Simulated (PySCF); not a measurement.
Spin-rotation constants: `Cc1cccpc1`, C₆H₇P

Molfile (atoms numbered from 1):
```
C6H7P
     RDKit          3D

 14 14  0  0  0  0  0  0  0  0999 V2000
    2.0657   -0.3208   -0.1536 C   0  0  0  0  0  0  0  0  0  0  0  0
    0.6193    0.0635   -0.0322 C   0  0  0  0  0  0  0  0  0  0  0  0
   -0.3418   -0.9408   -0.1148 C   0  0  0  0  0  0  0  0  0  0  0  0
   -1.7006   -0.7057   -0.0063 C   0  0  0  0  0  0  0  0  0  0  0  0
   -2.2464    0.5454    0.1947 C   0  0  0  0  0  0  0  0  0  0  0  0
   -1.3355    2.0108    0.3400 P   0  0  0  0  0  0  0  0  0  0  0  0
    0.2722    1.3864    0.1652 C   0  0  0  0  0  0  0  0  0  0  0  0
    2.3562   -0.9503    0.6873 H   0  0  0  0  0  0  0  0  0  0  0  0
    2.2312   -0.8891   -1.0677 H   0  0  0  0  0  0  0  0  0  0  0  0
    2.7079    0.5562   -0.1661 H   0  0  0  0  0  0  0  0  0  0  0  0
   -0.0041   -1.9560   -0.2721 H   0  0  0  0  0  0  0  0  0  0  0  0
   -2.3714   -1.5525   -0.0839 H   0  0  0  0  0  0  0  0  0  0  0  0
   -3.3231    0.6336    0.2685 H   0  0  0  0  0  0  0  0  0  0  0  0
    1.0697    2.1188    0.2187 H   0  0  0  0  0  0  0  0  0  0  0  0
  1  2  1  0
  2  3  1  0
  3  4  2  0
  4  5  1  0
  5  6  2  0
  6  7  1  0
  7  2  2  0
  1  8  1  0
  1  9  1  0
  1 10  1  0
  3 11  1  0
  4 12  1  0
  5 13  1  0
  7 14  1  0
M  END
```

The calculation used PySCF 2.14.0, GIAO CAM-B3LYP/pcSseg-1 magnetisability, rotational g tensor and spin-rotation constants, non-relativistic, gas phase. Geometry: GFN2-xTB.

Problem. Give the nuclear spin-rotation constants along the inertial axes (H = +C I·J) beside the isotropic shieldings.

Solution. Rotational constants 4.0562, 2.0244, 1.3618 GHz. A star marks the isotopologue with that one atom substituted, in its own axes.
```
atom  isotope  Caa (kHz)  Cbb (kHz)  Ccc (kHz)  mean (kHz)  σ (ppm)
  P6      31P     11.462      5.663      1.542       6.222     48.5
  H8       1H     -0.298     -0.208      0.005      -0.167     28.9
  H9       1H     -0.266     -0.178     -0.029      -0.158     29.0
 H10       1H     -0.399      0.051     -0.152      -0.167     29.6
 H11       1H      0.045     -0.003     -0.135      -0.031     24.2
 H12       1H     -0.403      0.225     -0.125      -0.101     23.7
 H13       1H      0.420     -0.128     -0.142       0.050     22.8
 H14       1H     -0.321      0.246     -0.146      -0.073     22.8
  C1     13C*      0.532      0.306      0.261       0.366    157.0
  C2     13C*      2.154      0.848      0.137       1.046     32.2
  C3     13C*      1.769      0.853      0.167       0.930     46.9
  C4     13C*      1.495      1.056      0.148       0.899     42.3
  C5     13C*      2.574      0.779      0.133       1.162     16.8
  C7     13C*      1.499      1.276      0.173       0.983     15.6
```
For the geometry as given, no vibrational averaging.

Problem. How do the rotational constants and the g tensor change when H8, H9, H10, H11, H12, H13, H14 are replaced by deuterium?

Solution. Constants 3.4627, 1.7480, 1.1785 GHz; g -0.0549, -0.0321, 0.0199, against -0.0636, -0.0373, 0.0232 before.
